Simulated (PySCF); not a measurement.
F4H2OSi, SMILES O->[Si](F)(F)(F)F (connectivity only; charge and spin as stated), neutral, multiplicity 1.

Geometry optimised at PBE0-D3(BJ)/def2-SVP. The values are those of a single conformer.

Calculation: PBE0-D3(BJ)/def2-SVP (PySCF).

Frequencies are harmonic and unscaled.

Computed vibrational spectrum:
| mode | ν (cm⁻¹) | IR (km/mol) | moving atoms (share of kinetic energy) |
|---|---|---|---|
| 1 | 87 | 33.7 | H 71 %, F 17 %, O 12 % |
| 2 | 157 | 6.5 | F 71 %, O 24 % |
| 3 | 187 | 25.8 | F 60 %, H 29 %, O 11 % |
| 4 | 189 | 58.0 | O 55 %, F 21 %, Si 17 % |
| 5 | 295 | 2.1 | F 59 %, H 19 %, O 13 %, Si 9 % |
| 6 | 302 | 20.8 | F 63 %, O 15 %, H 15 % |
| 7 | 375 | 34.5 | F 80 %, Si 15 % |
| 8 | 385 | 36.7 | F 85 %, Si 13 % |
| 9 | 434 | 112.3 | F 66 %, O 16 %, Si 13 % |
| 10 | 524 | 267.9 | H 67 %, O 21 %, F 11 % |
| 11 | 630 | 4.5 | H 76 %, O 13 %, F 11 % |
| 12 | 745 | 1.4 | F 98 % |
| 13 | 937 | 260.5 | F 55 %, Si 45 % |
| 14 | 1002 | 237.1 | Si 53 %, F 44 % |
| 15 | 1026 | 243.9 | Si 53 %, F 46 % |
| 16 | 1607 | 89.2 | H 93 % |
| 17 | 3830 | 64.1 | H 96 % |
| 18 | 3930 | 149.5 | H 93 % |
